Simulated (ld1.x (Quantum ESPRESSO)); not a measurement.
# u(r) = r·R(r): atom against pseudo-atom (phosphorus)

Columns: radius, all-electron u(r) and pseudo u(r) of the 3s shell (level -13.95 eV) of phosphorus in the configuration [Ne] 3s2 3p3; LDA (PZ), non-relativistic, TM scheme, ld1.x (Quantum ESPRESSO) 7.5.

```
r (bohr)  all-electron  pseudo
   0.082        0.1673  0.0381
   0.165       -0.0829  0.0762
   0.248       -0.2922  0.1132
   0.330       -0.3769  0.1483
   0.413       -0.3570  0.1826
   0.495       -0.2682  0.2159
   0.578       -0.1399  0.2506
   0.660        0.0022  0.2883
   0.742        0.1446  0.3322
   0.825        0.2795  0.3854
   0.908        0.4000  0.4485
   0.990        0.5023  0.5186
   1.072        0.5873  0.5904
   1.155        0.6562  0.6563
   1.238        0.7090  0.7090
   1.320        0.7468  0.7468
   1.402        0.7719  0.7719
   1.485        0.7861  0.7861
   1.568        0.7906  0.7906
   1.650        0.7871  0.7871
   1.733        0.7769  0.7769
   1.815        0.7614  0.7614
   1.898        0.7414  0.7414
   1.980        0.7184  0.7184
   2.062        0.6929  0.6929
   2.145        0.6654  0.6654
```

Task: How many radial nodes do the two functions have?

Result: The all-electron 3s function has n − l − 1 = 2; the pseudo-wave has 0, since the states of the same l below it are removed with the core.

Task: At about which radius was the pseudo-wave matched?

Result: 1.25 bohr. The columns agree to 0.0005 from 1.16 bohr on; several derivatives are matched, so the curves merge somewhat inside the radius.

Task: Is the pseudo-wave norm-conserving?

Result: Yes: the TM scheme keeps the norm inside the radius equal to the all-electron one, which fixes the energy derivative of the logarithmic derivative at the level.
